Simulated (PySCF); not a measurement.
Zn(SMe)(SeH) (CH4SSeZn), SMILES [SeH][Zn][S]C.

Geometry: PBE0-D3(BJ)/def2-SVP. The structure was generated by enumeration; whether it is a known compound was not checked. The values are those of a single conformer.

Two levels are set side by side: PBE/def2-TZVP (PySCF) and HF/def2-TZVP (PySCF). Same geometry, gas phase. Differences are taken from unrounded values.

| quantity | HF | PBE | PBE minus HF |
|---|---|---|---|
| orbital gap (eV) | 11.26 | 3.91 | -7.35 |
| highest occupied level (eV) | -9.53 | -5.70 | 3.83 |
| lowest empty level (eV) | 1.73 | -1.79 | -3.52 |
| dipole moment (D) | 1.50 | 1.46 | -0.04 |
| mean polarisability (bohr³) | 79.4 | 90.6 | 11.2 |

Without exact exchange PBE keeps part of each electron's self-repulsion, which lifts occupied levels and narrows the gap. Loosely held outer electrons make PBE densities more polarisable. Differences between two approximate levels are no errors against the true value.

Rough cost on one machine, each run with all the roots and properties that it gave: HF against PBE about 1/2.
